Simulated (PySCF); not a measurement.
A structure optimised at B3LYP-D3(BJ)/def2-SVP, used in a PySCF frequency run:

```xyz
5

W      0.0000     0.0000     0.0026
O      0.0000     0.0000    -1.6592
F      1.5095     0.8715     0.4846
F      0.0000    -1.7430     0.4846
F     -1.5095     0.8715     0.4846
```
Charge +1, spin multiplicity 1.

Q: Write its SMILES, formula and point group.

A: [O]=[W+]([F])([F])[F], F₃OW, C3v

Q: What are its rotational constants (standard atomic weights)?

A: 3.5097, 3.5097, 2.9187 GHz
